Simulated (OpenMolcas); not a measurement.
# Mo4+: ligand-field states by method

Mo4+ with 6 ligands (ammonia) in octahedral coordination (S6) at 2.07 Å. Ligand basis ANO-RCC-VDZP.
```
Mo    0.0000    0.0000    0.0000
N     2.0700    0.0000    0.0000
H     2.4521    0.9457    0.0000
H     2.4521   -0.4729    0.8190
H     2.4521   -0.4729   -0.8190
N     0.0000    2.0700    0.0000
H     0.0000    2.4521    0.9457
H     0.8190    2.4521   -0.4729
H    -0.8190    2.4521   -0.4729
N    -2.0700    0.0000    0.0000
H    -2.4521   -0.9457    0.0000
H    -2.4521    0.4729   -0.8190
H    -2.4521    0.4729    0.8190
N     0.0000   -2.0700    0.0000
H     0.0000   -2.4521   -0.9457
H    -0.8190   -2.4521    0.4729
H     0.8190   -2.4521    0.4729
N     0.0000    0.0000    2.0700
H     0.9457    0.0000    2.4521
H    -0.4729    0.8190    2.4521
H    -0.4729   -0.8190    2.4521
N     0.0000    0.0000   -2.0700
H    -0.9457    0.0000   -2.4521
H     0.4729   -0.8190   -2.4521
H     0.4729    0.8190   -2.4521
```

```
Program             : OpenMolcas 26.06
Basis               : ANO-RCC-VDZP [6s5p3d1f]
Scalar Hamiltonian  : DKH2, point nucleus
Active space        : 2 electrons in 5 orbitals (4d)
State averaging     : 2S+1 = 3 even, 10 roots; 2S+1 = 1 even, 15 roots
Spin-orbit coupling : state interaction with AMFI integrals over the reference wave functions
```

I. CASSCF
II. SS-CASPT2, IPEA 0.25 Eh, imaginary shift 0.1 Eh (closed shells correlated: 4s 4p and the ligand valence shells)
III. SS-CASPT2, IPEA 0.25 Eh, imaginary shift 0.1 Eh (closed shells correlated: the ligand valence shells only)

Spin-free states in cm-1, each column counted from its own energy of the first state listed:

```
   State  Degeneracy       I      II     III
2S+1 = 3           2       0       0       0
2S+1 = 3           1     372     410     410
2S+1 = 1           1   10144    7470    8120
2S+1 = 1           2   10286    7730    8490
2S+1 = 1           2   10717    8210    8920
2S+1 = 1           1   24525   18900   19310
2S+1 = 3           2   44751   47310   47020
2S+1 = 3           1   44956   47570   47280
2S+1 = 3           2   52830   53050   53240
2S+1 = 3           1   53035   53340   53500
2S+1 = 1           2   54280   54360   54650
2S+1 = 1           1   54518   54370   54800
2S+1 = 1           2   57046   56320   57110
2S+1 = 1           1   57236   56540   57350
2S+1 = 3           1   91190   97070   96060
2S+1 = 1           2  101489  104400  103830
2S+1 = 1           1  112522  112360  111570
```

From I to II, I's first state of the same spin (2S+1 = 3) moves from 372 to 410 cm-1, by about +33 cm-1.

From I to II, I's first state of another spin (2S+1 = 1) moves from 10144 to 7470 cm-1, by about -2700 cm-1.

χT at 300 K: I 0.46, II 0.46, III 0.46 cm3 K/mol.

Roots that are degenerate in the reference are averaged as groups; the widest CASPT2 spread within a group is 41 cm-1 (the 2-fold group of multiplicity 3 near 47300 cm-1 above the lowest state of its run, II). Shifts and gaps below about the spread of the groups concerned are not significant. Over all roots computed the reference weight is 0.69 to 0.70 in II, 0.71 to 0.72 in III; a low but even weight reflects the number of correlated electrons. An orbital doublet at a regular site is open to a Jahn-Teller distortion, which this geometry leaves out. The least metal-like active orbital is 69 % on the metal (Löwdin) and no ligand orbital is active, so the numbers are rough. Ligand-to-metal charge-transfer states are missing. With no ligand orbital active B as a rule stays too high, so bands that hang on it stand too high and its fall with covalency is understated. Without dynamic correlation the repulsion within the d shell is too large (B by tens of per cent), so at a given field states of lower spin stand too high (holds for I). With metal d orbitals alone the field can be off either way by tens of per cent (holds for I). With one d shell and no ligand orbital active, 10Dq can be off by a tenth or more (holds for II; III). No measured value stands beside these numbers; the geometry is a model, was not optimised and need not be the one that this ion takes.
